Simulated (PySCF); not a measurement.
MoO₂Cl₂, SMILES [O]=[Mo](=[O])([Cl])[Cl], multiplicity 1. Coordinates come from a PBE-D3(BJ)/def2-SVP optimisation. The spin state was assumed, not searched. The isomer is the one that the SMILES or the coordinates give; other isomers of the formula were not compared. The def2 effective core potentials stand for the cores of Mo; spin–orbit coupling is left out.

Question: Give the equilibrium geometry at PBE-D3(BJ)/def2-SVP (PySCF confirms it by a frequency run) as a Z-matrix, and its point group. (An estimate is asked for; the answer gives what the named calculation found.)

Answer: point group C2v.
```
Mo
O 1 1.6869
O 1 1.6869 2 106.52
Cl 1 2.2691 2 109.48 3 -118.29
Cl 1 2.2691 2 109.48 3 118.29
```
Charge 0, spin multiplicity 1.
